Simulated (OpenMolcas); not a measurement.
## Ru+: CASPT2 settings compared

```yaml
Program: OpenMolcas
Basis: ANO-R3 [8s6p5d3f2g1h]
Scalar_Hamiltonian: X2C, finite nucleus
Active_space: 7 electrons in 5 orbitals (4d)
State_averaging: 2S+1 = 4 even, 10 roots; 2S+1 = 2 even, 28 roots
Spin-orbit_coupling: RASSI with atomic mean-field integrals over the reference wave functions, term energies averaged over their components
```

Methods on the same reference wave functions:
A. CASSCF
B. SS-CASPT2, IPEA 0.2 Eh, sigma2 regulariser 0.4 Eh (closed shells correlated: 3d 4s 4p)
C. SS-CASPT2, IPEA 0.2 Eh, imaginary shift 0.05 Eh (closed shells correlated: none)
D. XMS-CASPT2, IPEA 0.15 Eh, real shift 0.15 Eh (closed shells correlated: none)

Energies in eV above 4d7 4F 9/2, the measured ground level; measured values from NIST Handbook of Basic Atomic Spectroscopic Data.

```csv
Level,A,B,C,D,Measured
4d7 4F 9/2,0.0000,0.0000,0.0000,0.0000,0.0000
4d7 4F 7/2,0.1918,0.1955,0.1942,0.1935,0.1888
4d7 4F 5/2,0.3214,0.322,0.320,0.320,0.3092
4d7 4F 3/2,0.4042,0.400,0.398,0.399,0.3849
4d7 4P 5/2,1.6169,1.179,1.187,1.197,1.0237
4d7 4P 3/2,1.6280,1.195,1.219,1.220,1.0511
4d7 2G 9/2,1.6571,1.333,1.433,1.493,
4d7 4P 1/2,1.7460,1.311,1.325,1.331,1.1622
4d7 2G 7/2,1.8544,1.532,1.629,1.687,
4d7 2H 11/2,2.1960,1.806,1.962,2.052,
4d7 2P 1/2,2.3697,1.961,2.099,2.037,
4d7 2H 9/2,2.3793,1.995,2.146,2.233,
4d7 2D 5/2,2.3982,1.882,1.873,1.961,
4d7 2D 3/2 [52 %],2.7176,2.233,2.281,2.311,
```

Deviations, from unrounded energies. A percentage is the sum of absolute deviations over the sum of measured energies, with the sign that they share, or ± where signs differ.

| Against measurement | Levels | A | B | C | D |
| --- | --- | --- | --- | --- | --- |
| mean absolute deviation (cm-1) | 6 | 2400 | 650 | 700 | 730 |
| fine structure of the ground term (%) | 3 | +3.9 | +3.9 | +3.3 | +3.4 |
| other terms of the ground configuration (%) | 3 | +54.2 | +13.9 | +15.3 | +15.8 |

B lies closest to measurement on these levels and A furthest from it. The largest miss of B in the table is 4d7 4P 5/2, by +1300 cm-1. The ranking rests on the paired levels alone, and a cruder setting can come out closer through cancelling errors.

Among B to D the level of the table that moves most is 4d7 2H 11/2, by 2000 cm-1 (lowest in B, highest in D). Moves below CASPT2's spread within the term are not significant.

The mean deviations of B to D differ by less than CASPT2's widest spread within a term (750 cm-1), so their order carries little weight.

From A to B the spin-free energies of the other terms of 4d7 shown, above 4F, scale by factors of 0.70 to 0.81, as is usual when dynamic correlation screens the repulsion within a d or f shell.

The lowest spin-free term lies below A's lowest term by 0.655 hartree in B, 0.183 hartree in C, 0.188 hartree in D.

Term energies are means over components that CASPT2 splits; among the terms shown or strongly mixed into the levels shown the widest spread is 750 cm-1 (4d7 4F, B). Configurations with an s electron lie low at this charge and mix in, so terms can be misplaced. Without dynamic correlation excited terms often stand tens of per cent too high (terms of higher spin than the ground term too low), and those without a measured partner can miss by more than the paired ones (holds for A). The CASPT2 spread within a term exceeds the gap to the next term for 4d7 2P and 4d7 2H, so the order of their levels is uncertain (holds for B; C). Some terms miss by over 15 % even with CASPT2, which points to a basis or an active space too small for the shells correlated (holds for B; C; D). Measured partners are found by configuration, term and J. A level has none where our copy of the source lacks it or the pairing is in doubt (some pairs that miss far off the trend of their configuration count as doubtful), and it then counts in no deviation. Levels of configurations outside the active space are missing. The table leaves out levels that lie high or whose names do not pair safely across all columns.

A share in square brackets marks a mixed level and gives the weight of the term that names it, the lowest over the columns.
